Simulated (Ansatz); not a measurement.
Cartesian coordinates in Å:
```
Cl 0.7623 -0.6497 -2.4669
Al -0.5004 -0.2782 -0.8303
C 0.3474 -0.1099 0.9147
Br 0.2534 1.8565 0.5073
H -2.0593 -0.2570 -1.0145
H 1.4040 -0.3249 1.0492
H -0.2074 -0.2368 1.8406
```

The species carries charge 0 and has multiplicity 1. The bonds changed during the relaxation, so this is another structure than the one it started from.

Task: List the PBE0/def2-TZVPP orbital energies in eV (Ansatz 0.2.0). (Estimate.)

Result: Computed: Occupied: -13150.93, -2766.92, -1705.81, -1536.37, -1536.30, -1536.28, -1528.44, -279.63, -258.78, -239.63, -197.02, -196.95, -196.93, -180.03, -179.79, -179.74, -114.27, -74.37, -74.23, -74.17, -73.52, -73.46, -73.42, -73.23, -73.23, -23.12, -22.41, -18.76, -12.83, -12.80, -11.31, -10.18, -9.62, -9.39, -8.85, -8.78, -8.15. Lowest empty: -1.19, -0.38, 0.51, 0.96, 1.98, 2.42, 2.91, 3.50.
